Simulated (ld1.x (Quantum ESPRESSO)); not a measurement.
## Before and after: ultrasoft potential for Ni

| Quantity | Value |
| --- | --- |
| Element | Ni (Z = 28) |
| Generator | ld1.x (Quantum ESPRESSO) 7.5 |
| Type | ultrasoft |
| Functional | Wu–Cohen |
| Relativity | scalar-relativistic |
| Frozen core | [Ne] 3s2 |
| Valence charge | 16 |
| Reference configuration | 3p6 3d8 4s2 4p0 |
| Partial waves | 4s (bound): rcut 1.70, rcutus 1.90 bohr; 4s channel at 1.15 Ry: rcut 1.70, rcutus 1.90 bohr; 3p (bound): rcut 1.15, rcutus 1.25 bohr; 4p (bound, empty): rcut 1.15, rcutus 1.25 bohr; 3d (bound): rcut 0.65, rcutus 0.75 bohr; 3d channel at -0.2 Ry: rcut 0.65, rcutus 0.75 bohr |
| Local potential | all-electron potential smoothed inside 1.30 bohr (lloc = -1) |
| Core correction | none |
| Augmentation charge | built from norm-conserving waves at rcut, not smoothed further |

All-electron outer shells of the reference configuration (Wu–Cohen, scalar-relativistic, ld1.x):

| shell | level (eV) | outermost node (bohr) | outermost maximum (bohr) |
| --- | --- | --- | --- |
| 2p | -844.73 | – | 0.16 |
| 3s | -110.84 | 0.30 | 0.64 |
| 3p | -71.31 | 0.27 | 0.65 |
| 3d | -8.91 | – | 0.63 |
| 4s | -5.68 | 0.92 | 2.24 |
| 4p | -1.18 | 1.00 | 3.14 |

Change: waves 3p (bound): rcut 0.74, rcutus 0.78 bohr; 4p (bound): rcut 0.74, rcutus 0.78 bohr.

Cutoffs: the cutoffs (Ry, on a coarse ladder) from which the occupation-weighted sum of valence levels, in a spherical-Bessel basis at the reference potential, stays within 10 and 1 mRy of its value at 400 Ry; they do not see the model core or the augmentation charge, which bear on the density cutoff. Errors are all-electron minus pseudo energies relative to the spin-unpolarised reference configuration.

Problem. What does the change do?

Solution. Both files keep a bound ghost (s); of the 7 tests that both files solve, the error grows in 1 and shrinks in 4 by more than 15 % and 0.3 meV (median size 49.7 → 40.6 meV).

```csv
quantity,base,changed
"cutoffs, loose and tight",not determined,"230 Ry, over 300 Ry"
bound ghosts,s,s
"error for 3p6 3d8 4s1 4p0, meV [ΔE 9.36 eV]",-8.3,-7.9
"error for 3p6 3d8 4s0 4p0, meV [ΔE 26.61 eV]",-46,-44
"error for 3p6 3d7 4s0 4p0, meV [ΔE 64.08 eV]",+47,+58
"error for 3p6 3d8 4s0 4p1, meV [ΔE 15.11 eV]",-1361,-32
"error for 3p6 3d7 4s2 4p0, meV [ΔE 16.17 eV]",-64,-48
"error for 3p6 3d9 4s1 4p0, meV [ΔE -1.61 eV]",-50,-41
"error for 3p6 3d8 4s0 4p2, meV [ΔE 9.61 eV]",-1841,-26
s: phases at 2.06 bohr within 0.05 rad from the reference energy up to (Ry; the scan ends near 5),to the end of the scan,to the end of the scan
p: phases at 2.06 bohr within 0.05 rad from the reference energy up to (Ry; the scan ends near 5),n/a,to the end of the scan
d: phases at 2.06 bohr within 0.05 rad from the reference energy up to (Ry; the scan ends near 5),to the end of the scan,to the end of the scan
lowest overlap eigenvalue by channel,"s 0.10, p 0.24, d 0.99","s 0.10, p 0.80, d 0.99"
```

Base: These tests converged, but a pseudo level misses the all-electron one widely, so the file describes the atom poorly there or has found another state: 3p6 3d7 4s0 4p0: empty 4p by 3.0 eV. A true bound ghost makes a file unfit for plane-wave use even where its test errors are small: the radial tests pick states by their node count and pass the ghost by.
